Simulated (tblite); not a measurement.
C₆H₁₂N₂Si.
Atom-mapped SMILES: `[CH:1]#[C:2][CH2:3][N:4]([CH3:5])[C:6](=[CH2:7])[SiH2:8][NH2:9]` (hydrogens: H10 on C1; H11, H12 on C3; H13, H14, H15 on C5; H16, H17 on C7; H18, H19 on Si8; H20, H21 on N9)

Structure optimised with GFN2-xTB, isolated species.

**Question.** What internal coordinates does the optimisation give?

**Answer.** 
```
            bond  length (Å)   order
           C1≡C2       1.197  triple
           C2–C3       1.456  single
           C3–N4       1.445  single
           N4–C5       1.441  single
           N4–C6       1.381  single
           C6=C7       1.339  double
          C6–Si8       1.894  single
          Si8–N9       1.722  single
          C1–H10       1.049  single
          C3–H11       1.103  single
          C3–H12       1.091  single
          C5–H13       1.099  single
  C5–H14, C5–H15       1.090  single
          C7–H16       1.074  single
          C7–H17       1.077  single
Si8–H18, Si8–H19       1.473  single
  N9–H20, N9–H21       1.007  single
```

Bonds in one row agree within 0.01 Å and their mean is given. Orders are formal, as drawn. A selection of angles:
```
      angle  degrees
  C2–C1–H10    178.5
   C1–C2–C3    176.9
   C2–C3–N4    111.0
  C2–C3–H11    108.7
  N4–C3–H11    110.2
 H11–C3–H12    107.7
   C3–N4–C5    114.2
   C3–N4–C6    121.4
   C5–N4–C6    120.6
  N4–C5–H13    112.6
  N4–C5–H14    108.7
 H13–C5–H14    108.9
 H14–C5–H15    108.3
   N4–C6–C7    122.7
  N4–C6–Si8    117.5
  C7–C6–Si8    119.6
  C6–C7–H16    119.9
  C6–C7–H17    124.2
 H16–C7–H17    116.0
  C6–Si8–N9    106.7
 C6–Si8–H18    108.9
 C6–Si8–H19    113.1
 N9–Si8–H18    115.0
 N9–Si8–H19    103.8
H18–Si8–H19    109.2
 Si8–N9–H20    118.0
 H20–N9–H21    109.7
 H21–N9–Si8    118.4
```

Dihedral angles: C2–C3–N4–C5 78° (synclinal); C3–N4–C6–C7 -154° (antiperiplanar); N4–C6–Si8–N9 162° (antiperiplanar). The mirror-image conformer, all signs reversed, is as good.

N9 (silicon-bound nitrogen) is pyramidal (angles 118.4°, 118.0° and 109.7°, sum 346.1°, 0.26 Å off the plane of its three neighbours). Of the pairs four or more bonds apart, Si8···H12 is among the closest relative to their van der Waals radii: 2.56 Å, 78 % of the sum of Bondi's values. N4 (enamine nitrogen) is almost planar (angles 121.4°, 120.6° and 114.2°, sum 356.3°, 0.16 Å off the plane of its three neighbours). Si8 (SiH2 silicon) is distorted tetrahedral (angles from 103.8° to 115.0°). The C–N distances run from 1.381 Å (N4–C6, drawn single) to 1.445 Å (C3–N4, drawn single), a spread of 0.064 Å. The C–C distances run from 1.197 Å (C1≡C2, drawn triple) to 1.456 Å (C2–C3, drawn single), a spread of 0.259 Å.

Point group: C1 (no symmetry element, even within 0.4 Å). Its lowest GFN2-xTB frequency is 11 cm⁻¹, too small to tell a flat minimum from a shallow saddle. One conformer, not necessarily the lowest (C2–C3–N4–C5 78°, C3–N4–C6–C7 -154°, N4–C6–Si8–N9 162°, C6–Si8–N9–H 171° and -52°).

Time: 4.5 s of wall time. Hardware: one thread of an Intel Xeon at 2.50 GHz, no GPU, on a shared host. These figures are those of the optimisation.

These are computed values.
